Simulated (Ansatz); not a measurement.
```yaml
crystal:
  periodic: [false, false, false]
  atoms:
    - {symbol: Ge, position_ang: [0.827113, 0.522954, -1.107949]}
    - {symbol: Ge, position_ang: [-0.838045, -0.648989, 1.030309]}
    - {symbol: Ge, position_ang: [-0.184869, -1.688599, -1.069482]}
    - {symbol: Sn, position_ang: [0.195811, 1.814634, 1.147122]}
basis:
  gaussian: {orbitals: def2-SVP}
total_charge: 1
magnetization: {spin_polarized: true, initial_magnetization: 1}
hamiltonian: {xc: {name: rPW86-PBE}}
accuracy: high
scf: {lower_state_search: off}
output: {forces: true}
```

```sh
$ ansatz run in.yaml --threads 4 --pin off --events-out ev --progress --plain --max-ram 4787MiB
```

Shortened log:

```
Functional definition: rPW86-PBE
2450 factors; integrals over basis functions are off by at most 7.5e-9 eV
mean field evaluation 1: about -175426.9093 eV, gradient 2.4e1 eV
mean field evaluation 2: about -175384.4679 eV, gradient 6.3e1 eV
mean field evaluation 4: about -175429.3468 eV, gradient 1.3e1 eV
mean field evaluation 8: about -175431.0117 eV, gradient 1.9e-1 eV
mean field evaluation 16: about -175431.0091 eV, gradient 3.5e-4 eV
mean field -175431.00905110 eV, -6446.9706712193 hartree, gradient 7.6e-8 eV, S^2 0.752585; 0 other end points of the search recorded, 0 dependent functions left out
reference -175431.00906083 eV, -6446.9706715766 hartree; 59, 58 occupied and 63, 64 virtual orbitals, 2450 factors
Total energy: -175431.00906083 eV, -6446.9706715766 hartree
Atom 0 at     0.827113     0.522954    -1.107949 Å, force     0.117280     0.099552    -0.138441 eV/Å
Atom 1 at    -0.838045    -0.648989     1.030309 Å, force    -0.115070    -0.064286     0.159665 eV/Å
Atom 2 at    -0.184869    -1.688599    -1.069482 Å, force    -0.030258    -0.285522    -0.179959 eV/Å
Atom 3 at     0.195811     1.814634     1.147122 Å, force     0.028048     0.250256     0.158734 eV/Å
Dipole moment:     0.014841     0.137529     0.086931 e Å
Checks for a lower state left out: stability, starts, cluster_reference, orbital_swaps, neighbouring_geometries, increment
```

Run time 13 s (4 threads of Arm Neoverse V2 on a shared host).

In the def2 sets Sn takes a core potential; there is no spin–orbit coupling.

The dipole of an ion depends on the origin.
